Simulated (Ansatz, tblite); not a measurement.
Forces on the cluster Si₂O₄ at its PBE0-D4/def2-SVP geometry. The state is a singlet with charge 0.

The xTB rows come from tblite. The structure holds one bond between oxygen atoms, so isomers without such links may lie far lower. Another isomer (singlet) lies 3.15 eV lower at PBE0-D4/def2-TZVP; other spin states weren't run for this one.

GFN1-xTB (tblite), largest force 0.98 eV/Å:

```xyz
6
positions Å, forces eV/Å
Si    0.050    0.870   -0.409   -0.033    0.131   -0.003
Si    0.442   -1.903    0.098   -0.213    0.149    0.250
O     0.069    2.276   -0.978   -0.058   -0.881    0.424
O     0.750   -0.545   -0.872   -0.099    0.447   -0.030
O    -0.759    0.345    0.962    0.219    0.388   -0.465
O    -0.551   -1.043    1.198    0.184   -0.234   -0.176
```

GFN2-xTB (tblite), largest force 1.49 eV/Å:

```
Si -0.167 0.283 0.132
Si -0.575 1.244 0.349
O 0.010 -1.392 0.523
O -0.578 0.266 0.732
O 0.712 -0.091 -0.991
O 0.599 -0.309 -0.745
```

PBE-D4/def2-TZVP (Ansatz), largest force 1.31 eV/Å:

```
Si 0.047 -0.555 0.147
Si -0.060 0.260 -0.014
O -0.002 0.390 -0.148
O 0.178 -0.087 -0.223
O -0.314 1.269 -0.037
O 0.151 -1.276 0.275
```
